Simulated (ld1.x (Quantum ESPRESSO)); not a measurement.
Scattering properties, TM semilocal potential for Sn (Z = 50)

ld1.x (Quantum ESPRESSO) 7.5 input, shortened:

```
&input
   title='Sn', zed=50., rel=0, dft='PBESOL', iswitch=3,
   config='[Kr] 4d10 5s2 5p2'
 /
 &inputp
   pseudotype=1, tm=.true., lloc=0,
   nlcc=.false.
 /
3
4P  2  1   6.00   0.00  1.15  1.15  0.0
4D  3  2  10.00   0.00  1.25  1.25  0.0
4S  1  0   2.00   0.00  1.15  1.15  0.0
 &test
   configts(1)='4s2 4p6 4d10 5s2 5p2'
 /
```

Occupied shells without a wave of their own: 5p, 5s. They enter only through the test configuration that unscreens the potential.

The phase is arctan(r·u′/u) with u = r·R(r), unwrapped; energies in Ry, scanned from -11 to 5 Ry. A pole is an energy at which the radial function vanishes at the test radius. The pseudo phase is shifted by a multiple of π to meet the all-electron one at the reference energy, and phase errors are pseudo minus all-electron; the curves can meet again beyond the range given. Levels narrower than the energy grid can be missing from the lists of poles.

| channel | radius (bohr) | reference energy (Ry) | poles, all-electron | poles, pseudo | unbroken range about the reference energy with phases within 0.05 rad | phase error 1 Ry above the reference energy (rad) |
| --- | --- | --- | --- | --- | --- | --- |
| s | 1.34 | -9.10 | -7.42 | -7.45 | below -0.5 | -0.001 |
| p | 1.34 | -6.42 | -4.30 | -4.33 | below 3.7 | -0.001 |
| d | 1.34 | -2.00 | 1.21 | 1.20 | the whole range | -0.000 |

The potential misses its own reference levels by up to 0.9 eV.

Phases in the p channel:

| E (Ry) | all-electron | pseudo |
| --- | --- | --- |
| -11.00 | 1.191 | 1.189 |
| -10.52 | 1.156 | 1.154 |
| -10.04 | 1.109 | 1.106 |
| -9.56 | 1.043 | 1.040 |
| -9.08 | 0.944 | 0.939 |
| -8.60 | 0.779 | 0.773 |
| -8.12 | 0.477 | 0.470 |
| -7.64 | -0.064 | -0.070 |
| -7.16 | -0.681 | -0.683 |
| -6.68 | -1.069 | -1.069 |
| -6.20 | -1.276 | -1.276 |
| -5.72 | -1.397 | -1.398 |
| -5.24 | -1.476 | -1.476 |
| -4.76 | -1.531 | -1.532 |
| -4.28 | -1.572 | -1.574 |
| -3.80 | -1.605 | -1.608 |
| -3.32 | -1.633 | -1.636 |
| -2.84 | -1.656 | -1.660 |
| -2.36 | -1.677 | -1.682 |
| -1.88 | -1.696 | -1.702 |
| -1.40 | -1.714 | -1.721 |
| -0.92 | -1.732 | -1.739 |
| -0.44 | -1.749 | -1.758 |
| 0.04 | -1.766 | -1.776 |
| 0.52 | -1.783 | -1.796 |
| 1.00 | -1.801 | -1.817 |
| 1.48 | -1.820 | -1.839 |
| 1.96 | -1.841 | -1.863 |
| 2.44 | -1.863 | -1.891 |
| 2.92 | -1.888 | -1.922 |
| 3.40 | -1.915 | -1.958 |
| 3.88 | -1.947 | -2.001 |
| 4.36 | -1.984 | -2.053 |
| 4.84 | -2.027 | -2.118 |
